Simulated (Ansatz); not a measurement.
The same molecule with X = B, Ga, In. Ansatz, PBE0-D4/def2-TZVP geometries, multiplicity 1. Each molecule was computed in one conformer, which needn't be the lowest.

Elements past krypton have def2 core potentials. Scalar relativity is left out up to krypton.

```
 X            molecule  mean X–C bond length / Å  mean X–H bond length / Å  LUMO energy (PBE/def2-TZVPP) / eV  LUMO energy (B3LYP/def2-TZVPP) / eV  HOMO–LUMO gap (B3LYP/def2-TZVPP) / eV
 B              `CBCO`                     1.554                     1.207                              -2.00                                -1.24                                   6.31
In  `[CH3][InH][CH2]O`                     2.175                     1.734                              -2.08                                -1.66                                   4.59
```

(1) Give the row for X = Ga, `[CH3][GaH][CH2]O`. (An estimate is asked.)

Results:

(1) Computed: 
| X | molecule | mean X–C bond length / Å | mean X–H bond length / Å | LUMO energy (PBE/def2-TZVPP) / eV | LUMO energy (B3LYP/def2-TZVPP) / eV | HOMO–LUMO gap (B3LYP/def2-TZVPP) / eV |
| --- | --- | --- | --- | --- | --- | --- |
| Ga | `[CH3][GaH][CH2]O` | 1.982 | 1.577 | -1.97 | -1.46 | 5.17 |

From B to In the mean X–C bond length rises at each step, by 0.621 Å in all; the mean X–H bond length rises at each step, by 0.527 Å in all; the LUMO energy (PBE/def2-TZVPP) isn't monotonic: highest at Ga, lowest at In; the LUMO energy (B3LYP/def2-TZVPP) falls at each step, by 0.42 eV in all; the HOMO–LUMO gap (B3LYP/def2-TZVPP) falls at each step, by 1.72 eV in all. Bonds lengthen as the atom grows down the group.

B3LYP here is the variant with VWN-RPA as its local correlation; programs differ in this.
